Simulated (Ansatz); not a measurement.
Li2Si4, relaxed as a singlet with RKS B3LYP-D4/def2-SVP in Ansatz, starting from the GFN2-xTB geometry. Force threshold 0.02 eV/Å.

The restricted singlet is unstable towards broken spin symmetry in Hartree–Fock (as tested in another run); at B3LYP-D4/def2-SVP this wasn't settled. The structure comes from a short search, and lower isomers may exist.

Start:

```xyz
6

Li   -0.3524   -1.8874   -0.3145
Li   -0.8736    0.0211   -2.1682
Si    1.6266    1.0561    1.1299
Si   -1.5326    0.7691    0.2477
Si    1.4354    0.0557   -0.8321
Si   -0.3034   -0.0147    1.9373
```

Question: Estimate the energy that the relaxation releases and the steps that it takes.

Answer: 1.15 eV, in 9 steps; 27 s on 4 threads of Arm Neoverse N1 on a shared host. No frequencies were taken in this run, so the end may be a saddle point.

Question: Does the start keep its bonding?

Answer: Bonds lost: Li1–Li2 (atoms count from 1). Bonds formed: Si4–Si5 (atoms count from 1).

Question: Predict the relaxed structure.

Answer: 
```xyz
6

Li    0.1316   -2.1692    0.4950
Li   -0.8099    0.8596   -2.4174
Si    1.5268    1.0113    0.9730
Si   -1.3185    0.6798   -0.0374
Si    0.8180   -0.2164   -0.8474
Si   -0.3481   -0.1651    1.8343
```
Bond lengths (bridged metal pairs left out): 4 × Si–Si 2.27 to 2.45 Å; 4 × Li–Si 2.44 to 2.50 Å.
